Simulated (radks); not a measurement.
Values are calculated unless marked as measured or tabulated.
Q: Bi, 83 electrons, occupied as [Hg] 6p3 (the NIST ground configuration). Code: a radial shooting solver on a logarithmic mesh with Libxc functionals. Model: Dirac Kohn-Sham, PBE, spin-unpolarised, spherical densities, finite nucleus; open shells fill j = l - 1/2 first; Fermi nuclear charge, rms radius 5.5211 fm. Some entries of the table are withheld. Estimate them.

| orbital | occ. | eigenvalue (Ry) | <1/r> (bohr^-1) |
|---|---|---|---|
| 1s1/2 | 2 | -6647.979 | (1) |
| 2s1/2 | 2 | -1193.428 | 25.57 |
| 2p1/2 | 2 | -1147.178 | 25.54 |
| 2p3/2 | 4 | -976.7053 | 20.24 |
| 3s1/2 | 2 | -287.9948 | 9.375 |
| 3p1/2 | 2 | -266.9669 | (2) |
| 3p3/2 | 4 | -228.7989 | (3) |
| 3d3/2 | 4 | -194.1399 | 7.803 |
| 3d5/2 | 6 | -186.0469 | 7.497 |
| 4s1/2 | 2 | -66.04366 | (4) |
| 4p1/2 | 2 | -56.87506 | 3.878 |
| 4p3/2 | 4 | -47.46947 | 3.399 |
| 4d3/2 | 4 | -32.50818 | 3.204 |
| 4d5/2 | 6 | -30.75236 | 3.096 |
| 5s1/2 | 2 | -11.48688 | 1.668 |
| 4f5/2 | 6 | -11.33912 | 2.766 |
| 4f7/2 | 8 | -10.93560 | 2.725 |
| 5p1/2 | 2 | -8.30581 | 1.547 |
| 5p3/2 | 4 | -6.49532 | 1.371 |
| 5d3/2 | 4 | -2.05720 | (5) |
| 5d5/2 | 6 | -1.83743 | (6) |
| 6s1/2 | 2 | -1.01723 | 0.5895 |
| 6p1/2 | 2 | -0.40866 | (7) |
| 6p3/2 | 1 | -0.27270 | (8) |

A: 
(1) 1s1/2 <1/r> (bohr^-1): 103.2
(2) 3p1/2 <1/r> (bohr^-1): 9.289
(3) 3p3/2 <1/r> (bohr^-1): 7.903
(4) 4s1/2 <1/r> (bohr^-1): 3.986
(5) 5d3/2 <1/r> (bohr^-1): 1.088
(6) 5d5/2 <1/r> (bohr^-1): 1.046
(7) 6p1/2 <1/r> (bohr^-1): 0.4605
(8) 6p3/2 <1/r> (bohr^-1): 0.3902
